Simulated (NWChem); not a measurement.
Molecule: C₃H₅Cl; SMILES C1C(C1)Cl

All runs: NWChem. All runs use the structure optimised with PBE0/def2-SVP. Static field.

```json
[
 {"level": "PBE/aug-cc-pVDZ", "isotropic polarisability (bohr³)": "51.3", "anisotropy (bohr³)": "15.0"},
 {"level": "B3LYP/aug-cc-pVDZ", "isotropic polarisability (bohr³)": "50.1", "anisotropy (bohr³)": "14.6"},
 {"level": "LDA (Slater exchange, VWN5)/aug-cc-pVDZ", "isotropic polarisability (bohr³)": "51.7", "anisotropy (bohr³)": "15.0"}
]
```
